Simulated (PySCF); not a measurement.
# Levels of Rh(42+) from EOM-EA-GCCSD

Reference: closed-shell Rh(43+), 1s2; one electron is added. Calculated with PySCF 2.14, two-component X2C-1e with screened spin-orbit coupling, an even-tempered Gaussian basis (16 s from 9.4 bohr⁻², ratio 2.6; 12 p from 12 bohr⁻², ratio 2.6; 6 d from 12 bohr⁻², ratio 2.8; 3 f from 540 bohr⁻², ratio 2.8); frozen nothing; the 32 highest virtual spinors dropped; of the others 52 kept and the rest restored at second order. No Breit or QED terms. Binding energies in eV.

```json
{"level": "2s1/2", "Koopmans": "6627.4", "second order": "6627.6", "EOM-CCSD": "6627.6"}
{"level": "2p1/2", "Koopmans": "6535.8", "second order": "6536.2", "EOM-CCSD": "6536.2"}
{"level": "2p3/2", "Koopmans": "6360.8", "second order": "6361.2", "EOM-CCSD": "6361.2"}
```

Electric-dipole lines between these computed levels:

| lower | upper | ΔE (eV) | vacuum wavelength (nm) |
| --- | --- | --- | --- |
| 2s1/2 | 2p1/2 | 91.369 | 13.57 |
| 2s1/2 | 2p3/2 | 266.42 | 4.654 |

For comparison, the ionisation energy of Rh(42+) is 6623.3 eV (theoretical estimate listed by NIST; NIST Atomic Spectra Database, ionization energies).

Only part of the computed levels is shown.
